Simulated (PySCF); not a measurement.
SiCl₂I₂, SMILES Cl[Si](Cl)(I)I.

Geometry optimised at PBE0-D3(BJ)/def2-SVP. The def2 effective core potentials stand for the cores of I; spin–orbit coupling is left out.

All values below come from CAM-B3LYP/def2-TZVP in PySCF.

Symmetry labels are those of the subgroup C2v that the program uses (full group C2v).

**Question.** List the valence orbital energies around the gap with their symmetry. (Estimate from the structure and the level; the computed values follow.)

**Answer.** 
```tsv
orbital	symmetry	energy (eV)
HOMO−7	A2	-11.53
HOMO−6	A1	-11.46
HOMO−5	B2	-11.12
HOMO−4	B1	-10.51
HOMO−3	A1	-9.90
HOMO−2	B2	-9.61
HOMO−1	A2	-9.35
HOMO	B1	-9.14
LUMO	A1	-1.06
LUMO+1	B1	0.71
LUMO+2	B2	0.92
LUMO+3	A1	1.07
```
